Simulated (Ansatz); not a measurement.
Molecule: trifluoro(isocyanato)silane, CF3NOSi, charge 0, multiplicity 1. SMILES: O=C=N[Si](F)(F)F
Coordinates optimised at B3LYP-D3(BJ)/def2-TZVP (Ansatz, a quantum-chemistry and plane-wave program):
```xyz
7

O      3.2467    -0.1067    -0.2157
C      2.0996    -0.0895    -0.0398
N      0.9217    -0.0790     0.1757
Si    -0.7376     0.0254     0.0432
F     -1.4002    -0.2320     1.4439
F     -1.1694     1.4519    -0.4580
F     -1.2856    -1.0436    -0.9715
```
Charge 0, spin multiplicity 1.

Quantity: vertical ionisation energy (to the doublet state of charge +1; each state is the SCF solution reached for its spin; the UHF <S^2> is 0.93 for the doublet (pure: 0.75)), in eV. Cores are frozen in the correlated levels unless marked. UHF or UKS for open shells. Spin-orbit coupling is left out. Non-relativistic. Basis-set limits of correlation are two-point, X^-3; Hartree-Fock from the larger set. The bracket is a focal-point correction in the basis named.

| level | program | vertical ionisation energy (eV) | minus last row |
|---|---|---|---|
| HF/aug-cc-pV(D+d)Z | Ansatz | 11.30 | -1.32 |
| HF/aug-cc-pV(T+d)Z | Ansatz | 11.26 | -1.36 |
| SVWN5/def2-TZVPD | Ansatz | 12.36 | -0.26 |
| r2SCAN/def2-TZVPD | Ansatz | 12.17 | -0.45 |
| B3LYP/def2-TZVPD | Ansatz | 12.38 | -0.24 |
| PBE0/def2-TZVPD | Ansatz | 12.37 | -0.25 |
| wB97M-V/def2-TZVPD | Ansatz | 12.45 | -0.17 |
| MP2/aug-cc-pV(T+d)Z | Ansatz | 13.23 | 0.61 |
| RI-MP2/aug-cc-pV(T+d)Z | Ansatz | 13.23 | 0.61 |
| RI-MP2/aug-cc-pV(Q+d)Z | Ansatz | 13.32 | 0.70 |
| SCS-MP2/aug-cc-pV(D+d)Z | Ansatz | 12.97 | 0.35 |
| SCS-MP2/aug-cc-pV(T+d)Z | Ansatz | 13.14 | 0.52 |
| CCSD(T)/aug-cc-pV(T+d)Z | Ansatz | 12.46 | -0.16 |
| RI-MP2/CBS(aug-cc-pV(T+d)Z,aug-cc-pV(Q+d)Z)+[CCSD(T)-MP2]/aug-cc-pV(D+d)Z | Ansatz | 12.62 | 0.00 |
| RI-MP2/CBS(aug-cc-pV(T+d)Z,aug-cc-pV(Q+d)Z)+[CCSD(T)-MP2]/aug-cc-pV(T+d)Z | Ansatz | 12.62 | 0.00 |
